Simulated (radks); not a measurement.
Values are calculated unless marked as measured or tabulated.
The nuclear charge of neutral iodine is varied continuously with 53 electrons held in [Kr] 4d10 5s2 5p5. Level of theory: Dirac Kohn-Sham, PBEsol, spin-unpolarised, spherical densities, finite nucleus; open shells are shared between the two j in proportion to 2j + 1; Fermi nuclear charge, rms radius 4.75 fm (a radial shooting solver on a logarithmic mesh with Libxc functionals). By the Hellmann-Feynman theorem dE/dZ = E(electron-nucleus)/Z, the electronic potential at the nucleus (averaged over a nucleus of fixed radius).

Z = 52.8: E (hartree) -7050.72032; E(electron-nucleus)/Z (hartree) -324.623; HOMO 5p3/2; e(HOMO) (eV) -5.078; <r> HOMO (bohr) 2.589
Z = 53: E (hartree) -7115.81789; E(electron-nucleus)/Z (hartree) -326.353; HOMO 5p3/2; e(HOMO) (eV) -6.785; <r> HOMO (bohr) 2.511
Z = 53.2: E (hartree) -7181.26150; E(electron-nucleus)/Z (hartree) -328.083; HOMO 5p3/2; e(HOMO) (eV) -8.583; <r> HOMO (bohr) 2.440
Z = 53.4: E (hartree) -7247.05120; E(electron-nucleus)/Z (hartree) -329.814; HOMO 5p3/2; e(HOMO) (eV) -10.467; <r> HOMO (bohr) 2.377
Z = 53.6: E (hartree) -7313.18709; E(electron-nucleus)/Z (hartree) -331.545; HOMO 5p3/2; e(HOMO) (eV) -12.432; <r> HOMO (bohr) 2.319
Z = 53.8: E (hartree) -7379.66928; E(electron-nucleus)/Z (hartree) -333.277; HOMO 5p3/2; e(HOMO) (eV) -14.475; <r> HOMO (bohr) 2.265
Z = 54: E (hartree) -7446.49796; E(electron-nucleus)/Z (hartree) -335.010; HOMO 5p3/2; e(HOMO) (eV) -16.593; <r> HOMO (bohr) 2.215

The central difference of E at Z = 53 is -326.353 hartree, to compare with the third column; the second derivative is -8.65 hartree.
